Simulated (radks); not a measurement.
Values are calculated unless marked as measured or tabulated.
Initial-state core-level shifts of neutral cobalt when its valence configuration changes from [Ar] 3d7 4s2. Level of theory: scalar-relativistic Kohn-Sham, r2SCAN, spin-polarised, spherical densities, finite nucleus; open shells are filled with parallel spins first; meta-GGA in the generalised Kohn-Sham scheme; Fermi nuclear charge, rms radius 3.7875 fm (a radial shooting solver on a logarithmic mesh with Libxc functionals). Shifts are changes of the shell-averaged eigenvalues in eV (positive: less bound); the change of the density at the nucleus, which sets a Mossbauer isomer shift, is in e/bohr^3, on a base of 1.736e+04.

valence              1s      2s      3s      3p  density at nucleus
3d6.5 4s2 4p0.5  -3.803  -4.122  -3.734  -3.637              +2.435
3d6.5 4p2.5      -6.521  -6.706  -6.433  -6.332             -11.945
3d7 4s1 4p1      -1.335  -1.274  -1.336  -1.337              -5.678
3d6 4s2 4p1      -7.822  -8.528  -7.584  -7.374              +5.206
3d6 4s1 4p2      -8.744  -9.442  -8.503  -8.283              -1.756
3d9              +7.549  +8.467  +7.828  +7.587             -14.535
3d8 4s1          +4.854  +5.393  +4.930  +4.783              -8.265
3d7.5 4s1.5      +2.577  +2.873  +2.592  +2.511              -4.548
3d7 4s1.5 4p0.5  -0.800  -0.764  -0.796  -0.797              -2.840
